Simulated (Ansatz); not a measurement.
Cost and result for the atomization energy of CH5ClO2Si (`OC(O)[SiH2]Cl`) (10 atoms, 9 bonds).

```csv
atom,x (Å),y (Å),z (Å)
O1,0.064,1.009,-1.336
C2,-0.130,0.668,0.010
O3,-1.490,0.618,0.360
Si4,0.549,-1.054,0.463
Cl5,2.579,-1.064,0.161
H6,-0.322,0.320,-1.887
H7,0.398,1.450,0.569
H8,-1.872,1.494,0.232
H9,-0.062,-2.049,-0.453
H10,0.287,-1.392,1.880
```

Charge 0, multiplicity 1. Geometry: relaxed with PBE0-D4/def2-TZVP. It is one conformer, not always the lowest. Program: Ansatz. All runs use 4 threads of an Arm Neoverse V2 on a shared host. Times are those of one run each, without the atoms' runs, and a repeat can differ threefold. Electronic energies, without spin–orbit coupling; frozen cores. CCSD(T)/CBS adds CCSD(T) − MP2 in def2-TZVPP to the MP2 limit, and its time is that of the two runs behind it. T1 = 0.011. B3LYP takes the VWN-RPA correlation (the form of Gaussian; ORCA's B3LYP/G). HSE06 is the plane-wave form, built on full-range PBE exchange.

CCSD(T)/CBS is a level of theory with its own doubt, some kJ/mol a heavy atom from the limit and from the frozen cores, so smaller differences don't rank the functionals.

```json
{"level": "CCSD(T)/def2-SVP", "functions": "103", "atomization (kJ/mol)": "3269.0", "difference from CCSD(T)/CBS": "-254.3", "per bond": "-28.3"}
{"level": "MP2/def2-QZVPP", "functions": "461", "atomization (kJ/mol)": "3557.9", "difference from CCSD(T)/CBS": "34.6", "per bond": "3.8"}
{"level": "PBE-D4/def2-TZVPP (with forces)", "functions": "247", "atomization (kJ/mol)": "3579.7", "difference from CCSD(T)/CBS": "56.4", "per bond": "6.3"}
{"level": "B97M-V/def2-TZVPP", "functions": "247", "atomization (kJ/mol)": "3509.9", "difference from CCSD(T)/CBS": "-13.4", "per bond": "-1.5"}
{"level": "ωB97M-V/def2-TZVPP (with forces)", "functions": "247", "atomization (kJ/mol)": "3528.1", "difference from CCSD(T)/CBS": "4.8", "per bond": "0.5"}
{"level": "CCSD(T)/def2-TZVPP", "functions": "247", "atomization (kJ/mol)": "3412.8", "difference from CCSD(T)/CBS": "-110.5", "per bond": "-12.3"}
{"level": "r2SCANh-D4/def2-TZVPP", "functions": "247", "atomization (kJ/mol)": "3490.0", "difference from CCSD(T)/CBS": "-33.3", "per bond": "-3.7"}
{"level": "BLYP-D4/def2-TZVPP", "functions": "247", "atomization (kJ/mol)": "3496.2", "difference from CCSD(T)/CBS": "-27.1", "per bond": "-3.0"}
{"level": "B3LYP-D4/def2-TZVPP (with forces)", "functions": "247", "atomization (kJ/mol)": "3491.2", "difference from CCSD(T)/CBS": "-32.1", "per bond": "-3.6"}
{"level": "HSE06-D4/def2-TZVPP", "functions": "247", "atomization (kJ/mol)": "3501.3", "difference from CCSD(T)/CBS": "-22.0", "per bond": "-2.4"}
{"level": "B2PLYP/def2-TZVPP", "functions": "247", "atomization (kJ/mol)": "3458.8", "difference from CCSD(T)/CBS": "-64.5", "per bond": "-7.2"}
{"level": "CCSD(T)/CBS(def2)", "functions": "–", "atomization (kJ/mol)": "3523.3", "difference from CCSD(T)/CBS": "0.0", "per bond": "0.0"}
{"level": "revPBE-D4/def2-TZVPP", "functions": "247", "atomization (kJ/mol)": "3481.4", "difference from CCSD(T)/CBS": "-41.9", "per bond": "-4.7"}
```

(1) Order the runs by time, with rough figures. (Best estimate.)

## Answers

(1) Computed: revPBE-D4/def2-TZVPP 1.8 s; BLYP-D4/def2-TZVPP 1.9 s; PBE-D4/def2-TZVPP (with forces) 2.2 s; HSE06-D4/def2-TZVPP 3.2 s; CCSD(T)/def2-SVP 4.2 s; B3LYP-D4/def2-TZVPP (with forces) 4.4 s; B2PLYP/def2-TZVPP 4.9 s; r2SCANh-D4/def2-TZVPP 5 s; B97M-V/def2-TZVPP 8.5 s; ωB97M-V/def2-TZVPP (with forces) 11 s; MP2/def2-QZVPP 19 s; CCSD(T)/def2-TZVPP 2.3 min; CCSD(T)/CBS(def2) 2.7 min.

From r2SCAN to r2SCAN0 (25 % exact exchange), in def2-TZVPP and without D4, the atomization energy moves by −73.9 kJ/mol: exact exchange takes away binding that semilocal exchange gives to molecules. The D4 term adds +34.2 kJ/mol with B3LYP and +17.9 kJ/mol with PBE0; it sums over pairs of atoms, weighted by their polarisabilities, and B3LYP, whose exchange is more repulsive, gets the larger term. In def2-TZVPP, CCSD(T) changes the Hartree–Fock value by +961.5 kJ/mol (the triples alone add +59.3 kJ/mol) and MP2 by +1041.2 kJ/mol; breaking electron pairs costs correlation energy, which Hartree–Fock lacks.
